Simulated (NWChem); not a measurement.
System: CrNH₂SOF; SMILES [NH]=[Cr]([OH])([F])=[S]

Input file for NWChem:

```
start job
memory heap 200 mb stack 900 mb global 1100 mb
geometry units angstroms
  Cr    -0.317327    -0.091235    -0.058937
  N     -0.365091    -1.024152    -1.397332
  H     -0.343618    -1.665816    -2.177786
  S      1.699121     0.176250     0.361579
  F     -0.811419     1.490762    -0.537141
  O     -0.984834    -0.747376     1.334363
  H     -1.339440    -1.238280     2.076861
end
basis spherical
  * library def2-svp
end
dft
  xc pbe0
  iterations 150
end
driver
  maxiter 120
end
task dft optimize
task dft freq
```

The level has its own optimisation; frequencies are unscaled.

Q: Predict the main results of this run. (PBE0/def2-SVP.) Quantities: r Cr–N (Å); r Cr–S (Å); r Cr–F (Å); r Cr–O (Å); highest harmonic frequency (cm⁻¹); lowest (cm⁻¹); zero-point energy (kcal/mol); dipole (D).

A: 
```json
{
 "r Cr–N (Å)": "1.579",
 "r Cr–S (Å)": "1.969",
 "r Cr–F (Å)": "1.707",
 "r Cr–O (Å)": "1.724",
 "highest harmonic frequency (cm⁻¹)": "3867",
 "lowest (cm⁻¹)": "223",
 "zero-point energy (kcal/mol)": "20.6",
 "dipole (D)": "3.52"
}
```
